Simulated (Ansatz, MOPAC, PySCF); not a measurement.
Pair of molecules: hydrogen isocyanide (SMILES [C-]#[NH+]) (first 3 atoms) with hydrogen isocyanide (SMILES [C-]#[NH+]); geometry from B3LYP-D3(BJ)/def2-TZVP, rigid monomers moved along the line of their centres of mass till H3···C4 is 1.85 Å.
(charge 0, multiplicity 1):
```
atom    x (Å)   y (Å)    z (Å)
----  -------  ------  -------
C     -0.2166  0.3936  -1.1305
N     -0.1158  0.3302   0.0263
H     -0.0279  0.2747   1.0361
C      0.1313  0.1747   2.8745
N      0.2315  0.1125   4.0271
H      0.3179  0.0588   5.0205
```

Interaction energies are E(AB) − E(A) − E(B) at the monomers' geometry in the complex; basis-set methods are counterpoise corrected. Rows marked so take none.

Cores are frozen in the correlated methods. CBS(a, b) extrapolates the correlation energy as X⁻³ and adds the Hartree–Fock energy of set b. Rows in 3-21G, 6-31G*, STO-3G carry no dispersion term and start afresh at each structure (6-31G* with six Cartesian d functions). MP2/6-31G* freezes PySCF's default core. The state reached by AM1, PM6, PM7 isn't checked; PM7 holds dispersion and hydrogen-bond terms.

The values were computed with Ansatz (Gaussian basis) for Hartree–Fock, density functionals and correlated methods; MOPAC for AM1, PM6, PM7 (differences of heats of formation); PySCF for 3-21G rows, 6-31G* rows, STO-3G rows, the dispersion terms. Values without a source in brackets are computed.

Other levels give for the interaction energy: PBE/def2-TZVPPD -301.5; B3LYP/def2-TZVPPD -250.5; B3LYP-D3(BJ)/def2-TZVPPD -300.6; wB97M-V/def2-TZVPPD -257.4; CCSD(T)/CBS(aug-cc-pVDZ, aug-cc-pVTZ) -282.9 meV.

Common cheap choices:

| level | interaction energy (meV) | less -282.9 (CCSD(T)/CBS(aug-cc-pVDZ, aug-cc-pVTZ)) |
|---|---|---|
| AM1 | -176.0 | 106.9 |
| PM6 | -97.2 | 185.7 |
| PM7 | -41.6 | 241.3 |
| HF/STO-3G (no counterpoise) | -289.0 | -6.1 |
| HF/6-31G* | -121.3 | 161.6 |
| B3LYP/3-21G (no counterpoise) | -535.3 | -252.4 |
| B3LYP/6-31G* (no counterpoise) | -362.4 | -79.4 |
| MP2/6-31G* (no counterpoise) | -359.4 | -76.5 |

Ansatz is a first-principles code.
